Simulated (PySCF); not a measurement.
# Working out the ionisation energy of Au+

Au+ [Xe] 4f14 5d10 (1S) → Au(2+) [Xe] 4f14 5d9 (2D). Calculation: PySCF 2.14, in def2-TZVPPD with the def2 core potential (60 electrons) (6s5p3d2f1g, 59 functions); scalar relativity through the core potential. Frozen: nothing. Energies in hartree (1 hartree = 27.21139 eV):

| part | Au+ (lower) | Au(2+) (upper) |
| --- | --- | --- |
| UHF | -134.507447 | -133.809803 |
| MP2 opposite-spin | -0.354248 | -0.311104 |
| MP2 same-spin | -0.175068 | -0.149458 |

Question: What does Hartree-Fock give?

Answer: (-133.809803) − (-134.507447) = 0.697644 hartree = 18.984 eV.

Question: What do MP2 and SCS-MP2 (6/5 opposite-spin, 1/3 same-spin) give?

Answer: The opposite-spin parts differ by 1.174 eV and the same-spin parts by 0.697 eV. MP2: 18.984 + (1.174) + (0.697) = 20.855 eV. SCS-MP2: 18.984 + 1.2 × (1.174) + (0.697)/3 = 20.625 eV.

Reference: 20.203 ± 0.025 eV (measured; NIST Atomic Spectra Database, ionization energies), between the lowest levels; spin-orbit coupling is absent from the calculation.

What remains against the reference includes basis incompleteness and correlation beyond second order.
